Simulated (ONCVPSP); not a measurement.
## Reading a pseudo-wave (S (Z = 16))

Columns: radius, all-electron u(r) and pseudo u(r) of the 2p shell (level -182.31 eV) of sulfur in the configuration [He] 2s2 2p6 3s2 3p2; PBE, scalar-relativistic, ONCV scheme, ONCVPSP 4.0.1.

```tsv
r (bohr)	all-electron	pseudo
0.038	0.1418	0.0564
0.075	0.4134	0.2093
0.113	0.7102	0.4418
0.150	0.9633	0.7084
0.188	1.1682	0.9836
0.225	1.3093	1.2188
0.263	1.4005	1.4025
0.300	1.4431	1.5118
0.338	1.4493	1.5545
0.375	1.4267	1.5381
0.413	1.3814	1.4775
0.450	1.3223	1.3931
0.488	1.2509	1.2946
0.525	1.1753	1.1976
0.563	1.0945	1.1026
0.600	1.0150	1.0166
0.638	0.9345	0.9344
0.675	0.8585	0.8583
0.713	0.7838	0.7836
0.750	0.7149	0.7147
0.788	0.6484	0.6482
0.825	0.5881	0.5880
0.863	0.5307	0.5306
0.900	0.4792	0.4791
0.938	0.4308	0.4307
0.975	0.3877	0.3876
```

Problem. How many radial nodes do the two functions have?

Solution. The all-electron 2p function has n − l − 1 = 0; the pseudo-wave has 0.

Problem. At about which radius was the pseudo-wave matched?

Solution. 0.65 bohr, where the columns begin to agree (steps of 0.04 bohr).

Problem. Is the pseudo-wave norm-conserving?

Solution. Yes: the ONCV scheme keeps the norm inside the radius equal to the all-electron one, which fixes the energy derivative of the logarithmic derivative at the level.
